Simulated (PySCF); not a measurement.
PBE0 beside CCSD(T) along group 14: bonds to H

PBE0 and CCSD(T) in PySCF with def2-TZVPP on every atom (core potentials on Pb), for the lowest determinant that a PBE0 search found; no spin–orbit coupling.

```tsv
molecule	state (unpaired electrons)	PBE0 Re (Å)	PBE0 ωe (cm⁻¹)	PBE0 De (eV)	CCSD(T) Re (Å)	CCSD(T) ωe (cm⁻¹)	CCSD(T) De (eV)
CH	doublet (π ↑)	1.125	2845	3.59	1.121	2848	3.54
SiH	doublet (π ↑)	1.532	2023	3.10	1.524	2044	3.12
GeH	doublet (π ↑)	1.602	1899	2.88	?	?	?
PbH	doublet (π ↑)	1.847	1611	2.44	1.845	1603	2.46
```

Question: Estimate the CCSD(T) values of GeH by adding the mean shift from PBE0 to CCSD(T) of the other rows, and compare with the calculation.

Answer: The mean shifts are -0.5 pm, +5 cm⁻¹ and -0.00 eV, which give 1.597 Å, 1904 cm⁻¹ and 2.88 eV. CCSD(T)/def2-TZVPP gives Re = 1.592 Å, ωe = 1908 cm⁻¹, De = 2.91 eV.

Question: What are the mean differences of PBE0 from CCSD(T) over the whole series?

Answer: Re +0.6 pm, ωe -6 cm⁻¹, De -0.01 eV.

In a basis of this size CCSD(T) is itself not converged; it tends to give bonds that are too long and too weak.

Correlated steps freeze the inner cores (1 to 9 orbitals); shallow outer-core shells are correlated. Spin–orbit coupling is left out, which matters for elements this heavy, above all for dissociation energies. States were picked by a PBE0 search and need not be the measured ground states.
